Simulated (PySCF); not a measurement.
GeH₇NOSi, SMILES N[SiH2][O][GeH3]. Geometry: PBE-D3(BJ)/def2-SVP. The structure was generated by enumeration, and PubChem lists no compound with its InChIKey, so it may never have been made. Other conformers were not sampled.

Question: Give the equilibrium geometry at PBE-D3(BJ)/def2-SVP (PySCF confirms it by a frequency run) as a Z-matrix. (An estimate is asked for; the answer gives what the named calculation found.)

Answer: This is not unique; one that fits is 
```
O
Si 1 1.6832
N 2 1.7308 1 113.31
H 3 1.0234 2 118.63 1 69.08
H 3 1.0234 4 109.98 2 141.26
Ge 1 1.7974 2 132.57 3 179.10
H 2 1.5050 1 109.05 6 -61.81
H 2 1.5051 7 111.37 1 -120.34
H 6 1.5474 1 105.49 2 -179.05
H 6 1.5544 9 111.16 1 118.30
H 6 1.5544 9 111.17 10 123.38
```
Charge 0, spin multiplicity 1.
